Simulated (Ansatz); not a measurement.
```yaml
crystal:
  periodic: [false, false, false]
  atoms:
    - {symbol: C, position_ang: [0.305927, 1.479465, -0.647560]}
    - {symbol: N, position_ang: [0.306179, 0.265847, -0.207551]}
    - {symbol: P, position_ang: [1.355557, -0.368175, 0.977810]}
    - {symbol: Al, position_ang: [-0.896306, -1.079647, 0.482931]}
    - {symbol: H, position_ang: [-0.550974, 1.900702, -1.254449]}
    - {symbol: H, position_ang: [1.242241, 2.139126, -0.463765]}
    - {symbol: H, position_ang: [1.594693, -1.491636, 0.181519]}
    - {symbol: H, position_ang: [-1.022940, -2.406174, -0.337067]}
    - {symbol: H, position_ang: [-2.091827, -0.339554, 1.344768]}
basis:
  gaussian: {orbitals: x2c-TZVPPall, final_grid: {core_spheres: 5, valence_spheres: 4, degree: 11}}
hamiltonian: {xc: {name: HF}}
correlation: {method: mp2, frozen_orbitals: {C: 9}}
scf: {lower_state_search: off}
output: {forces: true}
```

```sh
$ ansatz run in.yaml --threads 2 --pin off --events-out ev --progress --plain --max-ram 4352MiB
```

Output, abridged:

```
Functional definition: HF
Error: "frozen_orbitals" has no count for N
```

(1) What is wrong with this run?

## Answers

(1) Frozen orbitals are typed for one element alone, and the program wants a count for each. The input was rejected before any iteration.
